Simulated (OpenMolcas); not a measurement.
**Sb II: Slater's ratio, the spin-orbit constant, worked from levels**

- Program: OpenMolcas
- Basis: ANO-RCC-VDZ [6s5p2d]
- Scalar Hamiltonian: X2C, point nucleus
- Active space: 2 electrons in 3 orbitals (5p)
- State averaging: 2S+1 = 3 even, 3 roots; 2S+1 = 1 even, 6 roots
- Spin-orbit coupling: state interaction with AMFI integrals over the reference wave functions, term energies averaged over their components

Methods: CASSCF; SS-CASPT2, IPEA 0.25 Eh, imaginary shift 0.1 Eh (closed shells correlated: 4d 5s). Measured levels: NIST Handbook of Basic Atomic Spectroscopic Data.

**Slater's ratio.** With one set of orbitals, p2 has 1D - 3P = 6 F2 and 1S - 1D = 9 F2 (F2 = F²/25), a ratio of 3/2. Term energies are centres of gravity, weighted by 2J + 1.

```json
{"Source": "CASSCF", "1D - 3P": "10541", "1S - 3P": "24501", "F2 from the first": "1757", "Ratio": "1.324"}
{"Source": "SS-CASPT2", "1D - 3P": "10319", "1S - 3P": "20496", "F2 from the first": "1720", "Ratio": "0.986"}
{"Source": "measured", "1D - 3P": "8628", "1S - 3P": "19744", "F2 from the first": "1438", "Ratio": "1.288"}
```

Energies in cm-1. A ratio away from 3/2 shows effects beyond one configuration with one set of orbitals, and in heavier atoms second-order spin-orbit shifts.

**The spin-orbit constant.** For the Hund term 3P of p2, E(J) = (A/2) J(J+1) + constant and ζ = 2S·A = 2A. From J = 0 to J = 2 the energy changes by 3 A.

| Source | E(2) - E(0) | A | ζ |
| --- | --- | --- | --- |
| CASSCF | 5489.2 | 1829.7 | 3659 |
| SS-CASPT2 | 5617.7 | 1872.6 | 3745 |
| measured | 5658.2 | 1886.1 | 3772 |

All in cm-1. SS-CASPT2 is off by -0.7 % and CASSCF by -3.0 %. Both methods take the spin-orbit matrix elements from the reference wave functions, so the second can move ζ only through the term energies and any multistate remixing. Second-order mixing with other terms is absorbed into this ζ.

Term energies are means over components that CASPT2 splits; among the terms shown or strongly mixed into the levels shown the widest spread is 93 cm-1 (5s2 5p2 1D, SS-CASPT2). With the s shell closed, the reference lacks s² → p² mixing. Measured partners are found by configuration, term and J. A level has none where our copy of the source lacks it or the pairing is in doubt (some pairs that miss far off the trend of their configuration count as doubtful), and it then counts in no deviation. Only configurations of the active space appear.
